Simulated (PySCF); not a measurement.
Choosing a basis for TDDFT

CH₈SeSi₂.
Numbering: `[CH3:1][SiH2:2][Se:3][SiH3:4]` (hydrogens: H5, H6, H7 on C1; H8, H9 on Si2; H10, H11, H12 on Si4)

TDDFT with PBE0 (PySCF), vertical singlets, core orbitals frozen in the response, spherical d and f functions. One conformer (not necessarily the lowest) at the PBE0-D3(BJ)/def2-SVP geometry, without solvent, vibrations or thermal averaging. Relativistic effects, spin–orbit coupling among them, are left out although an element past zinc is present.

| basis | functions | diffuse | S1 (eV) | S2 (eV) | S3 (eV) | S4 (eV) | S5 (eV) | LUMO (eV) | α (au) |
| --- | --- | --- | --- | --- | --- | --- | --- | --- | --- |
| 6-31G* | 98 | no | 5.43 | 5.79 | 6.27 | 6.83 | 7.19 | -0.06 | 80.0 |
| def2-SVP | 122 | no | 5.66 | 5.96 | 6.08 | 6.72 | 7.39 | 0.17 | 83.9 |
| def2-SVPD | 173 | yes | 5.34 | 5.61 | 5.85 | 6.30 | 6.62 | -0.29 | 98.2 |
| aug-cc-pVDZ | 185 | yes | 5.28 | 5.54 | 5.74 | 6.04 | 6.31 | -0.39 | 99.5 |
| def2-TZVP | 201 | no | 5.48 | 5.77 | 5.93 | 6.45 | 7.08 | -0.13 | 93.6 |
| def2-TZVPD | 252 | yes | 5.35 | 5.62 | 5.77 | 6.18 | 6.46 | -0.36 | 99.1 |

Task: How much do these states and the polarisability depend on the basis?

Result: States are compared by their number. Against the largest diffuse basis here (def2-TZVPD, itself not a converged limit), sets without diffuse functions differ by up to 0.31 eV in S1 and 0.92 eV in S5; the smaller diffuse sets differ by up to 0.07 and 0.16 eV. State by state, the largest deviation of a set without diffuse functions is S1 0.31, S2 0.33, S3 0.50, S4 0.65, S5 0.92 eV. The same number needn't mean the same state in each row. Against def2-TZVPD the polarisability deviates by -19% in 6-31G*, -15% in def2-SVP, -1% in def2-SVPD, 0% in aug-cc-pVDZ, -6% in def2-TZVP.

Without π bonds the low states are Rydberg-like; a valence basis with one diffuse set may place them up to an eV too high.
